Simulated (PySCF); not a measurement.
C2H9NOSi, SMILES CO[SiH](N)C.

Geometry optimised at B3LYP-D3(BJ)/def2-SVP. One conformer was computed; it need not be the lowest.

Level of theory: PySCF 2.14.0 with B3LYP-D3(BJ)/def2-SVP.

Frequencies are harmonic and unscaled.

| mode | ν (cm⁻¹) | IR (km/mol) | moving atoms (share of kinetic energy) |
|---|---|---|---|
| 1 | 83 | 2.2 | H 33 %, O 25 %, C 25 %, N 12 % |
| 2 | 106 | 0.4 | H 92 % |
| 3 | 133 | 0.2 | H 96 % |
| 4 | 157 | 2.1 | C 37 %, H 31 %, N 11 %, O 11 %, Si 10 % |
| 5 | 188 | 6.5 | H 54 %, C 19 %, N 16 % |
| 6 | 272 | 3.6 | H 63 %, C 19 %, O 10 % |
| 7 | 300 | 141.9 | H 72 %, O 12 % |
| 8 | 316 | 23.2 | H 43 %, Si 26 %, O 16 %, N 11 % |
| 9 | 375 | 75.7 | N 31 %, H 29 %, O 24 %, Si 9 % |
| 10 | 635 | 11.1 | H 84 %, C 14 % |
| 11 | 670 | 14.1 | H 35 %, C 29 %, O 15 %, Si 10 %, N 10 % |
| 12 | 749 | 31.5 | H 31 %, C 25 %, Si 25 %, O 17 % |
| 13 | 783 | 14.2 | H 63 %, C 12 %, N 10 % |
| 14 | 830 | 40.2 | H 56 %, N 16 %, Si 14 %, C 11 % |
| 15 | 875 | 81.7 | H 44 %, N 26 %, Si 24 % |
| 16 | 896 | 203.4 | H 71 %, Si 18 %, C 9 % |
| 17 | 940 | 224.7 | H 66 %, Si 23 %, N 8 % |
| 18 | 1148 | 220.6 | O 42 %, C 36 %, H 21 % |
| 19 | 1179 | 1.3 | H 76 %, C 19 % |
| 20 | 1211 | 87.6 | H 56 %, C 23 %, O 21 % |
| 21 | 1276 | 36.2 | H 77 %, C 23 % |
| 22 | 1431 | 2.4 | H 96 % |
| 23 | 1435 | 3.1 | H 96 % |
| 24 | 1472 | 3.2 | H 93 % |
| 25 | 1476 | 2.5 | H 92 % |
| 26 | 1478 | 9.6 | H 95 % |
| 27 | 1541 | 45.6 | H 89 %, N 11 % |
| 28 | 2207 | 163.6 | H 97 % |
| 29 | 2972 | 82.9 | H 97 % |
| 30 | 3032 | 54.7 | H 90 %, C 10 % |
| 31 | 3034 | 2.2 | H 97 % |
| 32 | 3089 | 39.9 | H 91 %, C 9 % |
| 33 | 3121 | 6.8 | H 91 %, C 9 % |
| 34 | 3134 | 6.4 | H 91 %, C 9 % |
| 35 | 3575 | 20.9 | H 96 % |
| 36 | 3669 | 23.9 | H 91 %, N 9 % |
